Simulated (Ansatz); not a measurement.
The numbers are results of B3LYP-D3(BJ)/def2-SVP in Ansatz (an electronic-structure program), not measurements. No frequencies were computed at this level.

Ansatz 0.2 input:
```yaml
crystal:
  periodic: [false, false, false]
  atoms:
    - { symbol: B, position_ang: [-3.37304, 0.510847, 0.473368] }
    - { symbol: C, position_ang: [-1.926672, 0.061639, 0.150228] }
    - { symbol: C, position_ang: [-0.831715, 0.839366, 0.486731] }
    - { symbol: C, position_ang: [0.489834, 0.45367, 0.20458] }
    - { symbol: C, position_ang: [1.615417, 1.236624, 0.541496] }
    - { symbol: C, position_ang: [2.865272, 0.777813, 0.227558] }
    - { symbol: C, position_ang: [2.981626, -0.464973, -0.423405] }
    - { symbol: N, position_ang: [1.968344, -1.215933, -0.751136] }
    - { symbol: C, position_ang: [0.727319, -0.786801, -0.453296] }
    - { symbol: C, position_ang: [-0.374913, -1.591802, -0.803926] }
    - { symbol: C, position_ang: [-1.635928, -1.164583, -0.505188] }
    - { symbol: F, position_ang: [-2.666844, -1.958489, -0.854873] }
    - { symbol: H, position_ang: [-4.284117, -0.152609, 0.172455] }
    - { symbol: H, position_ang: [-3.537326, 1.527717, 1.025278] }
    - { symbol: H, position_ang: [-0.992705, 1.783778, 0.987558] }
    - { symbol: H, position_ang: [1.470929, 2.184636, 1.041238] }
    - { symbol: H, position_ang: [3.751072, 1.345148, 0.467429] }
    - { symbol: H, position_ang: [3.95811, -0.853866, -0.683508] }
    - { symbol: H, position_ang: [-0.204661, -2.532183, -1.302589] }
basis:
  gaussian: { orbitals: def2-svp }
hamiltonian:
  xc: b3lyp
  dispersion: d3bj
relax:
  max_steps: 150
```

Output:

```
Functional definition: B3LYP
2365 factors; integrals over basis functions are off by at most 3.2e-4 eV
mean field evaluation 1: about -14309.6817 eV, gradient 5.9e1 eV
mean field evaluation 2: about -14308.7891 eV, gradient 6.4e1 eV
mean field evaluation 4: about -14319.0014 eV, gradient 5.3e0 eV
mean field evaluation 8: about -14319.1539 eV, gradient 6.9e-1 eV
mean field evaluation 16: about -14319.1552 eV, gradient 3.4e-4 eV
mean field -14319.15515497 eV, -526.2192460732 hartree, gradient 6.3e-5 eV, S^2 0.000000; 0 other end points of the search recorded, 0 dependent functions left out
reference -14319.15546386 eV, -526.2192574248 hartree; 41, 41 occupied and 162, 162 virtual orbitals, 2365 factors
relax step   1: F+E_penalty+E_count = -14320.22295678 eV  Δ(F+E_penalty+E_count) = +0.000e0 eV  max|allowed force component| = 1.001e0 eV/Å  Δτ_max = 0.0000 Å  (30 SCF iters, accepted)
these checks for a lower state are left out or cut short: starts, cluster_reference, orbital_swaps, neighbouring_geometries, increment
2365 factors; integrals over basis functions are off by at most 3.2e-4 eV
mean field -14319.23884338 eV, -526.2223215657 hartree, gradient 1.1e-5 eV, S^2 0.000000; 0 other end points of the search recorded, 0 dependent functions left out
reference -14319.23915433 eV, -526.2223329928 hartree; 41, 41 occupied and 162, 162 virtual orbitals, 2365 factors
relax step   2: F+E_penalty+E_count = -14320.30293985 eV  Δ(F+E_penalty+E_count) = -7.998e-2 eV  max|allowed force component| = 3.419e-1 eV/Å  Δτ_max = 0.0344 Å  (32 SCF iters, accepted)
these checks for a lower state are left out or cut short: starts, cluster_reference, orbital_swaps, neighbouring_geometries, increment
2365 factors; integrals over basis functions are off by at most 3.2e-4 eV
mean field evaluation 32: about -14319.2484 eV, gradient 9.5e-6 eV
mean field -14319.24838797 eV, -526.2226723227 hartree, gradient 9.4e-6 eV, S^2 0.000000; 0 other end points of the search recorded, 0 dependent functions left out
reference -14319.24869948 eV, -526.2226837706 hartree; 41, 41 occupied and 162, 162 virtual orbitals, 2365 factors
relax step   3: F+E_penalty+E_count = -14320.31109692 eV  Δ(F+E_penalty+E_count) = -8.157e-3 eV  max|allowed force component| = 6.314e-2 eV/Å  Δτ_max = 0.0223 Å  (34 SCF iters, accepted)
these checks for a lower state are left out or cut short: starts, cluster_reference, orbital_swaps, neighbouring_geometries, increment
2365 factors; integrals over basis functions are off by at most 3.2e-4 eV
mean field -14319.24845872 eV, -526.2226749227 hartree, gradient 1.5e-5 eV, S^2 0.000000; 0 other end points of the search recorded, 0 dependent functions left out
reference -14319.24877014 eV, -526.2226863672 hartree; 41, 41 occupied and 162, 162 virtual orbitals, 2365 factors
relax step   4: F+E_penalty+E_count = -14320.31120249 eV  Δ(F+E_penalty+E_count) = -1.056e-4 eV  max|allowed force component| = 4.307e-2 eV/Å  Δτ_max = 0.0054 Å  (27 SCF iters, accepted)
these checks for a lower state are left out or cut short: starts, cluster_reference, orbital_swaps, neighbouring_geometries, increment
2365 factors; integrals over basis functions are off by at most 3.2e-4 eV
mean field -14319.24854054 eV, -526.2226779296 hartree, gradient 2.0e-5 eV, S^2 0.000000; 0 other end points of the search recorded, 0 dependent functions left out
reference -14319.24885184 eV, -526.2226893696 hartree; 41, 41 occupied and 162, 162 virtual orbitals, 2365 factors
relax step   5: F+E_penalty+E_count = -14320.31135040 eV  Δ(F+E_penalty+E_count) = -1.479e-4 eV  max|allowed force component| = 6.938e-3 eV/Å  Δτ_max = 0.0051 Å  (26 SCF iters, accepted)
2365 factors; integrals over basis functions are off by at most 3.2e-4 eV
mean field evaluation 64: about -14319.2485 eV, gradient 7.4e-5 eV
mean field -14319.24854054 eV, -526.2226779296 hartree, gradient 2.0e-5 eV, S^2 0.000000; 1 other end points of the search recorded, 0 dependent functions left out
reference -14319.24885184 eV, -526.2226893696 hartree; 41, 41 occupied and 162, 162 virtual orbitals, 2365 factors
Total energy: -14320.31166170 eV, -526.2617469115 hartree
Atom 0 at    -3.370946     0.515117     0.474527 Å, force    -0.001736    -0.003824    -0.002149 eV/Å
Atom 1 at    -1.940841     0.046040     0.143338 Å, force     0.000596    -0.001460    -0.000928 eV/Å
Atom 2 at    -0.842492     0.836438     0.486809 Å, force    -0.000636    -0.000429    -0.000517 eV/Å
Atom 3 at     0.490061     0.453102     0.205490 Å, force    -0.002300     0.001347     0.000519 eV/Å
Atom 4 at     1.618763     1.244170     0.547086 Å, force     0.000742    -0.001239     0.000072 eV/Å
Atom 5 at     2.877992     0.787374     0.232587 Å, force     0.001082    -0.000178    -0.000674 eV/Å
Atom 6 at     2.998607    -0.465868    -0.426139 Å, force    -0.000903     0.000368     0.000562 eV/Å
Atom 7 at     1.981505    -1.229767    -0.760700 Å, force    -0.000523    -0.000385    -0.000748 eV/Å
Atom 8 at     0.727583    -0.797791    -0.459211 Å, force     0.001609     0.000511     0.000134 eV/Å
Atom 9 at    -0.380724    -1.612040    -0.814433 Å, force     0.001016     0.001300     0.000810 eV/Å
Atom 10 at    -1.652481    -1.189527    -0.516762 Å, force     0.006938    -0.004525    -0.002452 eV/Å
Atom 11 at    -2.679147    -1.973562    -0.861274 Å, force    -0.002133     0.003576     0.001801 eV/Å
Atom 12 at    -4.338806    -0.139579     0.191883 Å, force     0.000346     0.000176     0.000533 eV/Å
Atom 13 at    -3.509682     1.574742     1.035012 Å, force     0.001135     0.001643     0.000626 eV/Å
Atom 14 at    -1.018119     1.789452     0.993148 Å, force    -0.000306    -0.000367    -0.000348 eV/Å
Atom 15 at     1.470216     2.201699     1.053461 Å, force     0.000152    -0.000533     0.000478 eV/Å
Atom 16 at     3.773130     1.362472     0.476636 Å, force    -0.000679     0.000983    -0.000037 eV/Å
Atom 17 at     3.997406    -0.840959    -0.682521 Å, force     0.001684    -0.000069     0.000282 eV/Å
Atom 18 at    -0.202023    -2.561515    -1.318939 Å, force    -0.006085     0.003107     0.002038 eV/Å
Dipole moment:     0.493373     0.456210     0.206836 e Å
```

Cost: around 2.8 core-minutes (rough).
